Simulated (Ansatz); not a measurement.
One geometry of the cluster CoI₂, several levels of theory.

```yaml
crystal:
  periodic: [false, false, false]
  atoms:
    - {symbol: Co, position_ang: [0.671745, 1.288317, -0.018845]}
    - {symbol: I, position_ang: [1.081949, -1.386173, -0.178153]}
    - {symbol: I, position_ang: [-1.753693, 0.097856, 0.196998]}
basis:
  gaussian: {orbitals: def2-TZVP, initial_orbitals: start.molden}
magnetization: {spin_polarized: true, initial_magnetization: 5}
hamiltonian: {xc: {name: B2PLYP}}
scf: {omitted_lower_state_checks: [starts]}
```

The file start.molden holds the orbitals of an earlier run on this structure, at another level or in another basis.

```sh
$ ansatz run in.yaml --threads 4 --pin off --events-out ev --progress --plain --max-ram 3916MiB
```

Shortened log:

```
Functional definition: B2PLYP
1403 factors; integrals over basis functions are off by at most 2.5e-4 eV
mean field evaluation 1: about -53801.6494 eV, gradient 6.7e0 eV
mean field evaluation 2: about -53801.8831 eV, gradient 6.1e-1 eV
mean field evaluation 4: about -53802.0661 eV, gradient 1.5e-2 eV
mean field evaluation 8: about -53802.0661 eV, gradient 1.8e-6 eV
mean field -53802.06610815 eV, -1977.1894611244 hartree, gradient 3.8e-6 eV, S^2 8.763539; 0 other end points of the search recorded, 0 dependent functions left out
13 core orbitals not correlated: weight in the atoms' cores, before any rotation towards them, 1.000 or more for the frozen orbitals, at most 0.000 for the correlated occupied ones
reference -53802.06623860 eV, -1977.1894659183 hartree; 28, 23 occupied and 104, 109 virtual orbitals, 1403 factors
second order -45.51188268 eV of doubles, -0.00000000 eV of singles
Total energy: -53814.35444693 eV, -1977.6410492450 hartree
Checks for a lower state left out: starts
```

Hardware: 4 threads of Arm Neoverse N1 on a shared host. Wall time 21 s, peak host memory 0.64 GiB.

As the first input, with `hamiltonian: {xc: pbe, dispersion: d4}`, `output: {orbitals: {seedname: orbitals}}` (abridged; 27 s):

```
Functional definition: PBE
mean field evaluation 16: about -53822.4073 eV, gradient 1.4e-2 eV
mean field evaluation 32: about -53822.4113 eV, gradient 2.2e-5 eV
mean field -53822.41130112 eV, -1977.9371331754 hartree, gradient 6.2e-6 eV, S^2 8.754599; 1 other end points of the search recorded, 0 dependent functions left out
Total energy: -53822.54293278 eV, -1977.9419705497 hartree
Checks for a lower state left out: starts
```

As the first input, with `hamiltonian: {xc: r2scan, dispersion: d4}`, `output: {orbitals: {seedname: orbitals}}` (abridged; 36 s):

```
Functional definition: r2SCAN
mean field -53835.59059874 eV, -1978.4214634298 hartree, gradient 5.6e-6 eV, S^2 8.760077
Total energy: -53835.61357375 eV, -1978.4223077459 hartree
Checks for a lower state left out: starts
```

The first input with `hamiltonian: {xc: pbe}`, `correlation: {method: rpa}` (abridged; 41 s):

```
Functional definition: PBE
mean field evaluation 16: about -53822.4030 eV, gradient 3.2e-2 eV
mean field evaluation 32: about -53822.4113 eV, gradient 6.8e-4 eV
mean field -53822.41128565 eV, -1977.9371326068 hartree, gradient 1.2e-8 eV, S^2 8.754599; 1 other end points of the search recorded, 0 dependent functions left out
13 core orbitals not correlated: weight in the atoms' cores, before any rotation towards them, 1.000 or more for the frozen orbitals, at most 0.000 for the correlated occupied ones
Total energy: -53785.44813413 eV, -1976.5787618432 hartree
Checks for a lower state left out: starts
```

As the first input, with `gaussian: {orbitals: STO-3G}`, `hamiltonian: {xc: hf}`, `output: {orbitals: {seedname: orbitals}}` (abridged; 3.8 s):

```
Functional definition: HF
mean field evaluation 16: about -410018.9440 eV, gradient 8.4e-1 eV
mean field -410018.95318170 eV, -15067.9186085990 hartree, gradient 6.4e-6 eV, S^2 9.766745
Total energy: -410018.95318170 eV, -15067.9186085990 hartree
Checks for a lower state left out: starts
```

First input, but with `gaussian: {orbitals: def2-SVP, initial_orbitals: start.molden}`, `correlation: {method: ccsd_t}`, `scf: {omitted_lower_state_checks: [starts, cluster_reference]}`, `output: {orbitals: {seedname: orbitals}}` and without the key `hamiltonian` (abridged; 14 s):

```
Functional definition: HF
mean field -53730.96406759 eV, -1974.5765093284 hartree, gradient 7.9e-6 eV, S^2 8.768965
13 core orbitals not correlated: weight in the atoms' cores, before any rotation towards them, 1.000 or more for the frozen orbitals, at most 0.000 for the correlated occupied ones
second order -13.37158575 eV of doubles, -0.00000000 eV of singles
cycle   1  -13.57109250 eV  change   -2.0e-1 eV  update   8.3e-2
cycle   2  -13.85843369 eV  change   -2.9e-1 eV  update   2.8e-2
cycle   3  -13.91608293 eV  change   -5.8e-2 eV  update   1.8e-2
cycle   4  -13.91821573 eV  change   -2.1e-3 eV  update   8.2e-3
cycle   5  -13.92149179 eV  change   -3.3e-3 eV  update   5.3e-3
cycle   6  -13.92483078 eV  change   -3.3e-3 eV  update   2.4e-3
cycle   7  -13.92604254 eV  change   -1.2e-3 eV  update   1.2e-3
cycle   8  -13.92623752 eV  change   -1.9e-4 eV  update   7.2e-4
cycle   9  -13.92609750 eV  change    1.4e-4 eV  update   4.9e-4
cycle  10  -13.92611241 eV  change   -1.5e-5 eV  update   3.8e-4
cycle  11  -13.92618128 eV  change   -6.9e-5 eV  update   3.1e-4
cycle  12  -13.92617801 eV  change    3.3e-6 eV  update   2.6e-4
cycle  13  -13.92623240 eV  change   -5.4e-5 eV  update   2.1e-4
cycle  14  -13.92628933 eV  change   -5.7e-5 eV  update   1.4e-4
cycle  15  -13.92627230 eV  change    1.7e-5 eV  update   6.3e-5
perturbative correction -0.34167068 eV, -0.0125561657 hartree
Total energy: -53745.23201056 eV, -1975.1008465616 hartree
Checks for a lower state left out: starts, cluster_reference
```

First input, but with `hamiltonian: {xc: {name: wB97X-V}}`, `output: {orbitals: {seedname: orbitals}}` (abridged; 61 s):

```
Functional definition: wB97X-V
mean field -53824.21700579 eV, -1978.0034915982 hartree, gradient 3.8e-6 eV, S^2 8.762358
Total energy: -53824.21700590 eV, -1978.0034916021 hartree
Checks for a lower state left out: starts
```

Geometry: PBE0-D4/def2-TZVP.

In the def2 sets I takes a core potential, while STO-3G treats all electrons; there is no spin–orbit coupling. Correlated methods freeze 13 core orbitals; core or outer-core shells of Co, I are correlated, in sets that lack core-valence functions. At HF/STO-3G the charge 0 sextet is spin-contaminated (final ⟨S²⟩ up to 9.77, 8.75 for a pure state). In the sextet, I2 and I3 lie 3.22 Å apart (atoms count from 1), so these atoms are partly bonded to each other. At PBE0-D4/def2-TZVP a quartet of charge 0 lies 2.71 eV below the sextet, each at its own geometry. The structure comes from a short search, and lower isomers may exist.
